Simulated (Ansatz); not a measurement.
System: sum formula GeIF$_{2}$, charge 0, multiplicity 2. It need not be the lowest isomer of its formula. 
Coordinates optimised at B3LYP-D3(BJ)/def2-TZVP (Ansatz, a quantum-chemistry and plane-wave program):
```xyz
4

F     -1.9235     1.3922    -0.2358
Ge    -1.1296     0.0186     0.4905
F     -1.9700    -1.3250    -0.2397
I      1.3432    -0.0227    -0.2154
```
Charge 0, spin multiplicity 2.

Computed values are from Ansatz. Cores are frozen in the correlated levels unless marked. UHF or UKS for open shells. Spin-orbit coupling is left out. The frozen core is the preceding noble-gas configuration, with the filled d and f shells of earlier blocks. Past Kr the def2 sets carry scalar-relativistic core potentials. CBS marks a two-point X^-3 extrapolation of the correlation energy; Hartree-Fock from the larger set.

### Question
What is the atomisation energy De at CCSD(T)/CBS(def2-TZVPP,def2-QZVPP)?

### Answer
282.9 kcal/mol.

### Question
What is the T1 diagnostic at CCSD/def2-QZVPP?

### Answer
0.016.

### Question
What is the dipole moment at CCSD(T)/def2-SVPD?

### Answer
2.30 D.

### Question
What is the total energy at CCSD(T)/CBS(def2-TZVPP,def2-QZVPP)?

### Answer
-2572.0465 Eh.
